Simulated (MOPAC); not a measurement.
MOPAC input (PM7):

```
PM7 PRECISE GNORM=0.05 LET XYZ CHARGE=-1 GEO-OK AUX(PRECISION=9) THREADS=1
C3HO

C     1.61440100 1    1.13498500 1    0.19390100 1
C     0.52885900 1    0.34092100 1    0.18506100 1
C    -0.49906400 1   -0.32674900 1   -0.15482200 1
O    -1.48709800 1   -1.00911300 1   -0.32174300 1
H     2.03161100 1    1.17796000 1    1.22910300 1
```

Output:

```
 *******************************************************************************
 **                                                                           **
 **                              MOPAC v23.2.5                                **
 **                                                                           **
 *******************************************************************************
 ** MOPAC's Digital Object Identifier: https://doi.org/10.5281/zenodo.6511958 **
 **                                                                           **
 ** Please cite the open-source release paper for use of this MOPAC version:  **
 ** J. E. Moussa and J. J. P. Stewart (2026)                                  **
 ** MOPAC: An open-source semiempirical molecular orbital program             **
 ** J. Open Source Softw., 11(119), 8025, https://doi.org/10.21105/joss.08025 **
 *******************************************************************************

                              PM7 CALCULATION RESULTS

 *******************************************************************************
 *  PM7        - The PM7 Hamiltonian to be used
 *  GEO-OK     - OVERRIDE INTERATOMIC DISTANCE AND OTHER SAFETY CHECKS
 *
 *
 *
 *                 CHARGE ON SYSTEM = -1
 *
 *
 *
 *  LET        - OVERRIDE SOME SAFETY CHECKS
 *  PRECISE    - TIGHTER CRITERIA TO BE USED
 *  XYZ        - CARTESIAN COORDINATE SYSTEM TO BE USED
 *  GNORM      - EXIT WHEN GRADIENT NORM DROPS BELOW 0.050
 *  AUX        - OUTPUT AUXILIARY INFORMATION
 *******************************************************************************
PM7 PRECISE GNORM=0.05 LET XYZ CHARGE=-1 GEO-OK AUX(PRECISION=9) THREADS=1
 C3HO

   ATOM   CHEMICAL          X               Y               Z
  NUMBER   SYMBOL      (ANGSTROMS)     (ANGSTROMS)     (ANGSTROMS)

     1       C          1.61440100  *   1.13498500  *   0.19390100  *
     2       C          0.52885900  *   0.34092100  *   0.18506100  *
     3       C         -0.49906400  *  -0.32674900  *  -0.15482200  *
     4       O         -1.48709800  *  -1.00911300  *  -0.32174300  *
     5       H          2.03161100  *   1.17796000  *   1.22910300  *

          CARTESIAN COORDINATES

    NO.       ATOM           X           Y           Z

     1         C          1.6144      1.1350      0.1939
     2         C          0.5289      0.3409      0.1851
     3         C         -0.4991     -0.3267     -0.1548
     4         O         -1.4871     -1.0091     -0.3217
     5         H          2.0316      1.1780      1.2291

 General Reference for PM7:
 "Optimization of Parameters for Semiempirical Methods VI: More Modifications to the
 NDDO Approximations and Re-optimization of Parameters", J. J. P. Stewart, J. Mol. Mod., 1:32, 19 (2013)
 https://link.springer.com/article/10.1007/s00894-012-1667-x

           Empirical Formula: C3 H O  =     5 atoms

      MOLECULAR POINT GROUP   :   Cs

      RHF CALCULATION, NO. OF DOUBLY OCCUPIED LEVELS = 10

          Geometry optimization using EF

          DIAGONAL MATRIX USED AS START HESSIAN

 CYCLE:     1  GRAD.:   220.302 HEAT:  40.84903
 CYCLE:     2  GRAD.:   927.308 HEAT:  127.2724
 CYCLE:     3  GRAD.:   417.531 HEAT:  74.50373
 CYCLE:     4  GRAD.:   562.535 HEAT:  84.37988
 CYCLE:     5  GRAD.:   191.317 HEAT:  49.05182
 CYCLE:     6  GRAD.:   432.935 HEAT:  61.20085
 CYCLE:     7  GRAD.:   424.285 HEAT:  76.08631
 CYCLE:     8  GRAD.:   443.773 HEAT:  59.80821
 CYCLE:     9  GRAD.:   297.202 HEAT:  35.97955
 CYCLE:    10  GRAD.:   193.220 HEAT:  38.79378
 CYCLE:    11  GRAD.:   134.953 HEAT:  34.20797
 CYCLE:    12  GRAD.:   224.529 HEAT:  46.83512
 CYCLE:    13  GRAD.:   237.905 HEAT:  35.10030
 CYCLE:    14  GRAD.:   240.600 HEAT:  38.37785
 CYCLE:    15  GRAD.:   246.975 HEAT:  50.47226
 CYCLE:    16  GRAD.:   336.787 HEAT:  39.63039
 CYCLE:    17  GRAD.:   239.854 HEAT:  36.43380
 CYCLE:    18  GRAD.:    84.561 HEAT:  32.64516
 CYCLE:    19  GRAD.:   191.323 HEAT:  36.28910
 CYCLE:    20  GRAD.:    50.241 HEAT:  32.42761
 CYCLE:    21  GRAD.:   106.496 HEAT:  33.92868
 CYCLE:    22  GRAD.:    49.508 HEAT:  32.24559
 CYCLE:    23  GRAD.:    99.720 HEAT:  32.39212
 CYCLE:    24  GRAD.:     8.428 HEAT:  32.11845
 CYCLE:    25  GRAD.:     8.466 HEAT:  32.05577
 CYCLE:    26  GRAD.:   216.216 HEAT:  40.54202
 CYCLE:    27  GRAD.:    12.958 HEAT:  31.90687
 CYCLE:    28  GRAD.:    17.927 HEAT:  31.72485
 CYCLE:    29  GRAD.:    31.061 HEAT:  31.48098
 CYCLE:    30  GRAD.:   171.720 HEAT:  34.71949
 CYCLE:    31  GRAD.:    34.810 HEAT:  30.91944
 CYCLE:    32  GRAD.:    18.393 HEAT:  30.31155
 CYCLE:    33  GRAD.:   157.444 HEAT:  35.25975
 CYCLE:    34  GRAD.:    16.786 HEAT:  29.83148
 CYCLE:    35  GRAD.:    18.910 HEAT:  29.46621
 CYCLE:    36  GRAD.:   107.670 HEAT:  30.22089
 CYCLE:    37  GRAD.:    34.289 HEAT:  28.72779
 CYCLE:    38  GRAD.:    40.835 HEAT:  28.38706
 CYCLE:    39  GRAD.:   205.356 HEAT:  41.05468
 CYCLE:    40  GRAD.:    37.943 HEAT:  27.76170
 CYCLE:    41  GRAD.:    46.935 HEAT:  27.62811
 CYCLE:    42  GRAD.:    40.625 HEAT:  27.50682
 CYCLE:    43  GRAD.:    16.778 HEAT:  27.37225
 CYCLE:    44  GRAD.:    16.164 HEAT:  27.31078
 CYCLE:    45  GRAD.:    14.951 HEAT:  27.29621
 CYCLE:    46  GRAD.:    12.287 HEAT:  27.25119
 CYCLE:    47  GRAD.:    10.348 HEAT:  27.22526
 CYCLE:    48  GRAD.:    18.285 HEAT:  27.16598
 CYCLE:    49  GRAD.:    13.750 HEAT:  27.14723
 CYCLE:    50  GRAD.:     7.119 HEAT:  27.11776
 CYCLE:    51  GRAD.:     2.147 HEAT:  27.09990
 CYCLE:    52  GRAD.:     0.482 HEAT:  27.09550
 CYCLE:    53  GRAD.:     0.107 HEAT:  27.09524
 CYCLE:    54  GRAD.:     0.053 HEAT:  27.09522
 CYCLE:    55  GRAD.:     0.034 HEAT:  27.09522

     GRADIENT =  0.03442 IS LESS THAN CUTOFF =  0.05000

 -------------------------------------------------------------------------------
 PM7 PRECISE GNORM=0.05 LET XYZ CHARGE=-1 GEO-OK AUX(PRECISION=9) THREADS=1
 C3HO

     GEOMETRY OPTIMISED USING EIGENVECTOR FOLLOWING (EF).
     SCF FIELD WAS ACHIEVED

                              PM7 CALCULATION
                                                       MOPAC v23.2.5 Linux

          FINAL HEAT OF FORMATION =         27.09522 KCAL/MOL =     113.36639 KJ/MOL

          COSMO AREA              =         92.60 SQUARE ANGSTROMS
          COSMO VOLUME            =         74.14 CUBIC ANGSTROMS

          GRADIENT NORM           =          0.03442          =       0.01539 PER ATOM
          IONIZATION POTENTIAL    =          1.888988 EV
          HOMO LUMO ENERGIES (EV) =         -1.889  5.898
          NO. OF FILLED LEVELS    =         10
          MOLECULAR WEIGHT        =         53.0403         POINT GROUP:  Cs

          MOLECULAR DIMENSIONS (Angstroms)

            Atom       Atom       Distance
            H     5    O     4     4.66580
            O     4    C     3     0.54631
            C     2    O     4     0.00009

          SCF CALCULATIONS        =         56

   ATOM   CHEMICAL          X               Y               Z
  NUMBER   SYMBOL      (ANGSTROMS)     (ANGSTROMS)     (ANGSTROMS)

     1       C          1.54399258  *   1.01147051  *   0.48953691  *
     2       C          0.48541402  *   0.29828465  *   0.24663058  *
     3       C         -0.53449097  *  -0.27989406  *  -0.51311130  *
     4       O         -1.44033408  *  -1.00130753  *  -0.18577415  *
     5       H          2.36062111  *   1.55868029  *   0.69111484  *

                             CARTESIAN COORDINATES

   1    C        1.543992581     1.011470512     0.489536908
   2    C        0.485414020     0.298284647     0.246630579
   3    C       -0.534490965    -0.279894056    -0.513111299
   4    O       -1.440334081    -1.001307528    -0.185774154
   5    H        2.360621111     1.558680289     0.691114843

           Empirical Formula: C3 H O  =     5 atoms

      MOLECULAR POINT GROUP   :   Cs

                  EIGENVALUES
 -23.85091 -19.63047 -15.89143 -11.88363  -9.12271  -8.07137  -7.59649  -5.22191
  -5.11133  -1.88899   5.89788   6.82938   8.55269  10.72857  11.92238  12.08414
  12.54121

              NET ATOMIC CHARGES AND DIPOLE CONTRIBUTIONS

  ATOM NO.   TYPE          CHARGE      No. of ELECS.   s-Pop       p-Pop
    1          C          -0.545071        4.5451     1.11927     3.42580
    2          C          -0.096287        4.0963     1.23507     2.86122
    3          C           0.125919        3.8741     1.40576     2.46832
    4          O          -0.620969        6.6210     1.86694     4.75403
    5          H           0.136408        0.8636     0.86359
 DIPOLE           X         Y         Z       TOTAL
 POINT-CHG.     1.007     0.864    -0.663     1.483
 HYBRID         0.087    -0.204     1.286     1.305
 SUM            1.095     0.660     0.624     1.422

          ATOMIC ORBITAL ELECTRON POPULATIONS

     Atom    s        px        py        pz
    1  C   1.11927   1.01406   1.02236   1.38938
    2  C   1.23507   1.02941   1.00932   0.82249
    3  C   1.40576   0.69828   0.65672   1.11332
    4  O   1.86694   1.45390   1.45085   1.84929
    5  H   0.86359

 **********************
 *                    *
 * JOB ENDED NORMALLY *
 *                    *
 **********************

 == MOPAC DONE ==
```

The dipole moment of an ion depends on the origin.

The geometry given is a B3LYP-D3(BJ)/def2-TZVP minimum.
